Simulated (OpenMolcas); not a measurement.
Pd5+ among 6 point charges of -1.7 e arranged as a trigonal prism (D3h), 1.91 Å from the ion, with a polar angle of 53.0° against the regular 49.1°.

```yaml
Program: OpenMolcas
Method: CASSCF
Basis: ANO-RCC-VTZP [7s6p4d2f1g]
Scalar_Hamiltonian: DKH2, point nucleus
Active_space: 5 electrons in 5 orbitals (4d)
State_averaging: 2S+1 = 6 even, 1 root; 2S+1 = 4 even, 24 roots; 2S+1 = 2 even, 75 roots
Spin-orbit_coupling: state interaction with AMFI integrals over the reference wave functions
```

Q: What is the spin-free ground state (labels of D3, the rotations of D3h)?

A: 6A1, 1-fold in its orbital part, 100 % from free-ion S terms; it has the highest spin that d5 allows.

Q: What are the lowest two levels with spin-orbit coupling?

A: A 2-fold level E1/2 with g = 0.00, 0.00, 9.98, then a 2-fold level E3/2 5.5 cm-1 above it. Their leading multiplicities are 6 (99 %) and 6 (99 %).

Q: What is χT at 300 K, and how does it compare with the textbook value?

A: The lowest level has 2S+1 = 6, for which the spin-only value is χT = S(S+1) / 2 = 4.375 cm3 K/mol (g = 2). The computed 4.363 at 300 K differs by -0.012, through a little spin-orbit mixing out of the ground term, against the free-electron g of 2.0023, which raises it.

Without dynamic correlation the repulsion within the d shell is too large (B by tens of per cent), so at a given field states of lower spin stand too high. Point charges give a weaker field than real ligands, and real ions of this kind are as a rule low spin; the high spin found here belongs to the model. This is an electrostatic model: the charges have no orbitals. No measured value stands beside these numbers.
